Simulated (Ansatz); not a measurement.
C2H5Al, SMILES `C[C][AlH2]` (lower triplet) (charge 0, multiplicity 3). This triplet lies 0.59 eV below the relaxed singlet at the level frozen-core CCSD(T)/cc-pVTZ // B3LYP-D3(BJ)/def2-TZVP (Ansatz, an electronic-structure program).

Computed with PBE/cc-pVTZ // B3LYP-D3(BJ)/def2-TZVP (Ansatz).

Ansatz 0.2 input:
```yaml
crystal:
  periodic: [false, false, false]
  atoms:
    - { symbol: C, position_ang: [-1.470352, -0.079492, -0.195477] }
    - { symbol: C, position_ang: [-0.022166, 0.026248, -0.195469] }
    - { symbol: Al, position_ang: [1.855183, 0.100305, -0.21535] }
    - { symbol: H, position_ang: [-1.933536, 0.682781, -0.837041] }
    - { symbol: H, position_ang: [-1.882301, 0.066084, 0.812678] }
    - { symbol: H, position_ang: [-1.820945, -1.059214, -0.548698] }
    - { symbol: H, position_ang: [2.58605, 1.471047, 0.073932] }
    - { symbol: H, position_ang: [2.688061, -1.207763, -0.520518] }
basis:
  gaussian: { orbitals: cc-pVTZ }
hamiltonian:
  xc: pbe
magnetization:
  spin_polarized: true
  initial_magnetization: 2
```

Output:

```
Functional definition: PBE
901 factors; their error is unknown
mean field evaluation 1: about -8734.7030 eV, gradient 4.0e1 eV
mean field evaluation 2: about -8716.8571 eV, gradient 6.4e1 eV
mean field evaluation 4: about -8742.7469 eV, gradient 6.2e0 eV
mean field evaluation 8: about -8742.9429 eV, gradient 1.7e-1 eV
mean field evaluation 16: about -8742.9260 eV, gradient 1.7e-4 eV
mean field -8742.92598795 eV, -321.2966038890 hartree, gradient 1.1e-5 eV, S^2 2.006847; 0 other end points of the search recorded, 0 dependent functions left out
reference -8742.92603561 eV, -321.2966056406 hartree; 16, 14 occupied and 148, 150 virtual orbitals, 901 factors
Total energy: -8742.92603561 eV, -321.2966056406 hartree
```
